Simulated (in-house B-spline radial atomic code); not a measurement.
Si⁴⁺. Computed with a B-spline radial atomic code. Model: all-electron spherical atom, spin shells full or empty, radial basis limit, no spin-orbit coupling: exact exchange with a local potential (Slater, KLI or optimised effective potential, whose far tail is KLI's), no correlation.

Exchange potential has not reached -1/r at the last radius.

The run also made RPA and GW results, which its time includes.

The Slater potential averages the orbital exchange potentials with the orbital densities as weights, KLI adds orbital constants, and the optimised effective potential minimises the exact-exchange energy among local potentials. So their energies lie above Hartree-Fock in the order OEP, KLI, Slater. All fall off as −1/r, unlike LDA and GGA exchange.

Command:
```bash
python run_gw.py task.json out
```
Settings (nuclear radius in fm, other lengths in bohr, energies in hartree):
```
Z                      14
electrons              10
configuration          [He] 2s2 2p6
hamiltonian            x2c
method                 slater
lmax                   9
rms_radius             3.1224
spin_polarised         False
box_radius             11.96
intervals              102
```

Time taken, with all properties: 1.9 s on 1 thread of Intel(R) Xeon(R) Platinum 8488C (Sapphire Rapids), on a shared host.

Given: hamiltonian one-electron scalar X2C; mean-field start Slater potential.

Computed: energy above Hartree-Fock 43.047 millihartree.

```tsv
radius (bohr)	r times exchange potential (hartree bohr)
0.00357	-0.050402
0.00425	-0.059962
0.00505	-0.07118
0.00601	-0.084596
0.00715	-0.10045
0.0085	-0.11912
0.0101	-0.14105
0.012	-0.16681
0.0143	-0.19751
0.017	-0.23281
0.0202	-0.2735
0.0241	-0.32129
0.0286	-0.37382
0.034	-0.43302
0.0405	-0.49859
0.0481	-0.56745
0.0573	-0.63993
0.0681	-0.7108
0.081	?
0.0963	-0.83298
0.115	-0.87165
0.136	-0.8827
0.162	-0.8647
0.193	-0.83705
0.229	-0.84553
0.273	?
0.324	-1.0293
0.386	-1.1579
0.459	-1.2722
0.546	-1.355
0.649	-1.3958
0.772	-1.3951
0.918	-1.3621
1.09	-1.3114
1.3	-1.2541
1.54	-1.2022
1.84	-1.1547
```

**Question.** What belongs in the row 0.081?

**Answer.** r times exchange potential (hartree bohr): -0.77717.

**Question.** What belongs in the row 0.273?

**Answer.** r times exchange potential (hartree bohr): -0.91646.

| occupied | level (hartree) | Hartree-Fock level (hartree) |
| --- | --- | --- |
| 1s | -70.067 | -70.99 |
| 2s | -7.9291 | -8.103 |
| 2p | -6.3404 | -6.1937 |

```csv
empty,level (hartree)
3s,-2.3906
3p,-2.025
3d,-1.5555
4s,?
4p,-1.0156
```

**Question.** What belongs in the row 4s?

**Answer.** level (hartree): -1.1461.

The highest level, 2p, differs from Hartree-Fock by -4 eV and the deepest, 1s, by +25.1 eV: the Slater potential lacks the response part and is deeper than the optimised one throughout, so the top level comes too deep.
